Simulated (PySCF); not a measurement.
Point-charge models of `C=C(Cl)O/C=C/O[SiH3]` against its computed dipole.

Coordinates (GFN2-xTB, Å) and charges (e) from the PBE0/pcSseg-1 density (PySCF):

```csv
atom,x,y,z,Mulliken,IAO,Hirshfeld,ESP-fitted
C1,3.508,-0.603,0.268,-0.1341,-0.3976,-0.1524,-0.6054
C2,2.326,-0.238,-0.211,+0.0943,+0.1816,+0.0882,+0.2718
Cl3,2.222,0.973,-1.458,-0.0986,-0.0380,-0.0105,-0.0835
O4,1.187,-0.809,0.204,-0.4085,-0.2696,-0.0777,-0.1778
C5,-0.039,-0.239,-0.031,+0.0172,-0.0508,-0.0257,-0.0771
C6,-1.150,-0.914,0.245,+0.2122,+0.0310,+0.0121,-0.0422
O7,-2.393,-0.445,0.078,-0.5947,-0.5762,-0.1930,-0.3326
Si8,-2.984,0.975,-0.467,+0.6753,+0.8630,+0.3936,+0.5956
H9,3.565,-1.347,1.040,+0.1338,+0.1741,+0.0527,+0.2389
H10,4.418,-0.178,-0.104,+0.1360,+0.1734,+0.0497,+0.2285
H11,-0.057,0.763,-0.434,+0.1551,+0.1486,+0.0297,+0.1500
H12,-1.114,-1.919,0.645,+0.1136,+0.1673,+0.0563,+0.1666
H13,-2.537,2.082,0.380,-0.1045,-0.1436,-0.0766,-0.1121
H14,-4.401,0.680,-0.343,-0.0943,-0.1197,-0.0702,-0.1070
H15,-2.556,1.227,-1.844,-0.1027,-0.1433,-0.0761,-0.1136
```

**Question.** Compute μ = Σ q r for each scheme (1 e·Å = 4.803 D) and compare with the dipole of the full density.

**Answer.** The full density gives (-0.48, 0.69, 0.08) D, 0.84 D in size; dipole vectors point from the negative to the positive end.

```csv
scheme,μx,μy,μz,size (D),share of the full size (%),angle to the full dipole (°)
Mulliken,0.45,1.47,0.03,1.54,183,52
IAO,-0.75,2.07,-0.61,2.28,271,26
Hirshfeld,-0.62,0.59,-0.23,0.89,105,23
ESP-fitted,-0.50,0.65,0.12,0.83,99,4
```

**Question.** Which set comes closest?

**Answer.** Length of the difference vector: ESP-fitted 0.06 D, Hirshfeld 0.35 D, Mulliken 1.22 D, IAO 1.56 D. Closest: ESP-fitted. The schemes that divide the density aren't constrained to reproduce the dipole.

**Question.** What is left for the Hirshfeld atoms' own dipoles?

**Answer.** The shares of the density sum to the whole, so what Σ q r misses lies in dipoles about the nuclei. The atomic dipoles sum to (-0.48, 0.69, 0.08) − (-0.62, 0.59, -0.23) = (0.14, 0.10, 0.31) D, 0.35 D in size.

**Question.** With the origin at the mean of the coordinates, (0.000, 0.001, -0.136) Å, which are the largest single terms, by size, of the ESP-fitted dipole along the direction of the full one?

**Answer.** C1 +7.17, Si8 +7.08, H9 -3.48, H10 -2.94, C2 -2.00 D; all 15 atoms together +0.83 D. The single terms depend on the origin, their sum doesn't.

**Question.** Give the size of the full dipole in other units.

**Answer.** 0.84 D = 0.332 au = 0.176 e·Å = 2.81 × 10⁻³⁰ C·m.

Isolated species at its GFN2-xTB geometry (one conformer only).

These values come from a run that also computed NMR shieldings. Hardware: Arm Neoverse N1, one thread, no GPU, shared host with 64 logical CPUs at a one-minute load of 60. Cost: 45 s, 0.97 GiB resident at most.

Conformer computed: `[CH2:1]=[C:2]([Cl:3])[O:4]/[CH:5]=[CH:6]/[O:7][SiH3:8]`: C1–C2–O4–C5 164°, C2–O4–C5–C6 171°, C5–C6–O7–Si8 0°.
